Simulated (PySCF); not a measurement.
# From a computed spectrum to the compound

A species of 3 atoms with charge 0 has these harmonic modes (PBE0, small Gaussian bases with core potentials, PySCF 2.14.0):

```json
{"cm⁻¹": "140", "km/mol": "24.3", "symmetry": "a'"}
{"cm⁻¹": "327", "km/mol": "56.9", "symmetry": "a'"}
{"cm⁻¹": "856", "km/mol": "192.0", "symmetry": "a'"}
```

(1) Which species is it, and in which structure?

## Answers

(1) ErOCl (singlet in the valence; each metal's 4f electrons, 11 of them, lie in its core potential, out of spins and levels):
```xyz
3

Er    0.2363    0.0000   -0.2754
O     1.7369    0.0000    0.7170
Cl   -1.9157    0.0000    0.9786
```
Ideal gas at 298.15 K and 1 bar: S = 313.3 J/(mol K), Cp = 50.4 J/(mol K), H − H(0 K) = 12.8 kJ/mol (rigid rotor, harmonic modes, spin degeneracy alone, that of the 4f electrons in the core included). An lcecp potential fixes the number of 4f electrons, so in runs with it no electron can move into or out of that shell.
 This is one of several that fit.
